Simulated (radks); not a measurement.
Charge is removed step by step from the 5s down level of Tm2+, starting from [Kr] 4d10 4f13 5s(up 1, down 1) 5p6. Method: scalar-relativistic Kohn-Sham, PBE, spin-polarised, spherical densities, finite nucleus; open shells are filled with parallel spins first (spin-orbit coupling, left out, can overturn this in heavy ions); Fermi nuclear charge, rms radius 5.2256 fm; computed with a radial shooting solver on a logarithmic mesh with Libxc functionals.

| removed (e) | E - E(0) (eV) | eigenvalue (eV) | E minus straight line (eV) |
|---|---|---|---|
| 0 | 0.000 | -67.774 | 0.000 |
| 0.1 | 6.843 | -69.194 | -0.655 |
| 0.2 | 13.829 | -70.626 | -1.167 |
| 0.3 | 20.958 | -72.070 | -1.535 |
| 0.4 | 28.233 | -73.525 | -1.759 |
| 0.5 | 35.653 | -74.990 | -1.836 |
| 0.6 | 43.221 | -76.465 | -1.767 |
| 0.7 | 50.936 | -77.950 | -1.549 |
| 0.8 | 58.800 | -79.443 | -1.183 |
| 0.9 | 66.814 | -80.945 | -0.667 |
| 1 | 74.979 | -82.454 | 0.000 |

Removing the whole electron costs 74.979 eV by Delta-SCF, against 67.774 eV from minus the eigenvalue at the starting occupation. Slater's transition state (half an electron removed) gives 74.990 eV. Integrating minus the eigenvalue over the occupation (Janak's theorem) gives 75.031 eV. In this scalar-relativistic scheme the density is built from large components alone, so the theorem holds only approximately. The mean slope of the eigenvalue, de/dn, is 14.7 eV per electron.
